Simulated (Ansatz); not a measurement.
Z-matrix (Å, degrees):
```
C
C 1 1.527
H 1 1.092 2 112.2
H 1 1.094 2 110.0 3 120.1
H 1 1.093 2 111.1 3 -121.0
C 2 1.527 1 111.8 3 -177.8
Si 2 1.862 1 111.4 3 56.8
H 2 1.098 1 108.9 3 -57.4
H 6 1.093 2 111.1 1 -61.3
H 6 1.094 2 110.0 1 57.7
H 6 1.092 2 112.2 1 177.8
Cl 7 2.041 2 110.9 1 -177.1
Cl 7 2.042 2 110.8 1 62.8
Cl 7 2.041 2 110.9 1 -57.3
```

Charge 0, multiplicity 1.

Q: List the PBE/def2-TZVPP orbital energies in eV (Ansatz 0.2.0). (An estimate is asked.)

A: The calculation gave: Occupied: -2739.23, -2739.23, -2739.23, -1782.01, -269.57, -269.09, -269.09, -249.82, -249.81, -249.81, -190.50, -190.50, -190.50, -190.34, -190.34, -190.34, -190.34, -190.34, -190.34, -139.49, -96.27, -96.27, -96.17, -21.56, -20.56, -20.56, -19.93, -17.29, -15.00, -12.98, -11.63, -11.17, -10.75, -10.36, -10.05, -9.64, -9.08, -8.72, -8.68, -8.58, -8.51, -8.01, -7.98, -7.68, -7.37. Lowest empty: -0.72, -0.15, -0.07, 0.43, 0.94, 1.41, 1.52, 2.02.
